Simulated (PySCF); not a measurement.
**Nb³¹⁺ (niobium, charge +31): Hartree-Fock from Schrödinger to Dirac-Coulomb-Breit**

Occupied: 1s1/2, 2s1/2, 2p1/2, 2p3/2. Hartree-Fock calculated with PySCF 2.14 in an even-tempered Gaussian basis (20 s from 3.8 bohr⁻², ratio 2.3; 14 p from 4.5 bohr⁻², ratio 2.3), Gaussian nucleus throughout. NR is non-relativistic, sf-X2C the spin-free one-electron X2C Hamiltonian, X2C adds the bare one-electron spin-orbit term, X2C-SNSO screens it by Boettger's factors, DC is four-component Dirac-Coulomb, and the Gaunt and Breit terms are added at first order (total energies over the DC spinors, levels after relaxing the spinors in that mean field). QED terms are absent. Levels marked empty are virtual spinors of this ion.

```
Hamiltonian  E (hartree)  E − E(DC) (hartree)  CPU seconds
         NR   -3017.9880              59.9064         0.43
     sf-X2C   -3076.8390               1.0553         0.24
        X2C   -3077.2261               0.6683         0.31
   X2C-SNSO   -3077.1885               0.7059         0.31
         DC   -3077.8943               0.0000           13
   DC+Gaunt   -3075.7973               2.0971           23
   DC+Breit   -3075.9788               1.9156           67
```

```json
{"level (eV)": "1s1/2", "NR": "-20339.4", "sf-X2C": "-20790.5", "X2C": "-20789.8", "X2C-SNSO": "-20789.8", "DC": "-20803.1", "DC+Gaunt": "-20768.4", "DC+Breit": "-20770.6"}
{"level (eV)": "2s1/2", "NR": "-4215.0", "sf-X2C": "-4334.4", "X2C": "-4334.2", "X2C-SNSO": "-4334.2", "DC": "-4335.7", "DC+Gaunt": "-4332.5", "DC+Breit": "-4332.7"}
{"level (eV)": "2p1/2", "NR": "-4014.0", "sf-X2C": "-4052.4", "X2C": "-4124.9", "X2C-SNSO": "-4121.2", "DC": "-4121.7", "DC+Gaunt": "-4115.9", "DC+Breit": "-4116.6"}
{"level (eV)": "2p3/2", "NR": "-4014.0", "sf-X2C": "-4052.4", "X2C": "-4018.5", "X2C-SNSO": "-4020.2", "DC": "-4021.2", "DC+Gaunt": "-4017.1", "DC+Breit": "-4017.7"}
{"level (eV)": "3s1/2 (empty)", "NR": "-1650.2", "sf-X2C": "-1684.9", "X2C": "-1684.9", "X2C-SNSO": "-1684.9", "DC": "-1685.2", "DC+Gaunt": "-1684.4", "DC+Breit": "-1684.5"}
{"level (eV)": "3p1/2 (empty)", "NR": "-1585.8", "sf-X2C": "-1600.5", "X2C": "-1617.9", "X2C-SNSO": "-1617.0", "DC": "-1617.2", "DC+Gaunt": "-1615.8", "DC+Breit": "-1616.0"}
{"level (eV)": "3p3/2 (empty)", "NR": "-1585.8", "sf-X2C": "-1600.5", "X2C": "-1592.3", "X2C-SNSO": "-1592.7", "DC": "-1592.9", "DC+Gaunt": "-1591.9", "DC+Breit": "-1592.1"}
```

| interval (eV) | X2C | X2C-SNSO | DC | DC+Gaunt | DC+Breit |
| --- | --- | --- | --- | --- | --- |
| 2p3/2 − 2p1/2 | 106.3 | 101.0 | 100.5 | 98.84 | 98.84 |
| 3p3/2 − 3p1/2 | 25.65 | 24.36 | 24.29 | 23.85 | 23.85 |

Weight of the small component: 1s1/2 0.0224, 2s1/2 0.00476, 2p1/2 0.00471, 2p3/2 0.00457, 3s1/2 0.00174, 3p1/2 0.00171, 3p3/2 0.00168.

Koopmans' value for the highest occupied level at DC+Breit: 4017.7 eV, against an ionisation energy of 4020.1 ± 2.2 eV (semi-empirical (NIST evaluation); NIST Atomic Spectra Database, ionization energies); the former lacks relaxation, correlation, QED and recoil.

The whole ladder took 110 s of wall time on 1 thread of Neoverse-V1 (shared host), launched as `OMP_NUM_THREADS=1 python relrun2.py TASK.json OUT` (a driver that calls PySCF for each Hamiltonian).
